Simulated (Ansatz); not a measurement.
Input file for Ansatz (a quantum-chemistry and plane-wave program): U-BHLYP/def2-TZVPP on TiF+, 2S+1 = 3, a spin state set in the input, which need not be the lowest, a point of a bond scan (R = 1.746 Å). Charge +1.

Ansatz 0.2 input:
```yaml
crystal:
  periodic: [false, false, false]
  atoms:
    - {symbol: Ti, position_ang: [0.00000000, 0.00000000, 0.00000000]}
    - {symbol: F, position_ang: [0.00000000, 0.00000000, 1.74625300]}
basis:
  gaussian:
    orbitals: def2-TZVPP
    pivot_positions_ang: [[0.00000000, 0.00000000, 0.00000000], [0.00000000, 0.00000000, 1.74625300]]
hamiltonian:
  xc: {name: BHLYP}
total_charge: 1
magnetization: {spin_polarized: true, initial_magnetization: 2}
output: {forces: true, orbitals: {seedname: ./end}}
```

Program output:

```
WARN ansatz: RAYON_NUM_THREADS=1 ignored (pool sized by the plan → 1); use --threads N
Functional definition: BHLYP
integrals: 0.02 GiB planned
729 factors; their error is unknown
mean field: 0.35 GiB planned
mean field evaluation 1: about -25808.5645 eV, gradient 6.9e1 eV
mean field evaluation 2: about -25538.5596 eV, gradient 2.2e2 eV
mean field evaluation 4: about -25822.4405 eV, gradient 8.8e0 eV
mean field evaluation 8: about -25822.6102 eV, gradient 1.9e0 eV
mean field evaluation 16: about -25824.1936 eV, gradient 1.4e-2 eV
mean field evaluation 32: about -25808.5645 eV, gradient 6.9e1 eV
mean field evaluation 64: about -25824.6348 eV, gradient 1.7e-5 eV
mean field -25824.63482320 eV, -949.0378251865 hartree, gradient 1.7e-5 eV, S^2 2.002548; 7 other end points of the search recorded, 0 dependent functions left out
the calculation of the forces begins
reference -25824.63496034 eV, -949.0378302262 hartree; 16, 14 occupied and 79, 81 virtual orbitals, 729 factors
Total energy: -25824.63496034 eV, -949.0378302262 hartree
Atom 0 at     0.000000     0.000000     0.000000 Å, force    -0.000000    -0.000000    -0.391525 eV/Å
Atom 1 at     0.000000     0.000000     1.746253 Å, force     0.000000     0.000000     0.391525 eV/Å
Dipole moment:     0.000002     0.000000    -1.441023 e Å
```

The calculation finished and met its thresholds.

Cost: very roughly 14 core-seconds.
